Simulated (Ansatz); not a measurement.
Harmonic frequencies (cm⁻¹) at PBE0-D4/def2-TZVP from Ansatz: 64, 98, 165, 269, 452, 545, 608, 685, 739, 743, 1183, 1430, 1444, 2098, 3048, 3134, 3175, 3456.

Which molecule is it?
A. `C#[C][Ga][CH3]`•
B. `C[Se][SiH]F`•
C. `C[O][In][NH2]`•
D. `F[Si](F)O[SiH3]`•

A.
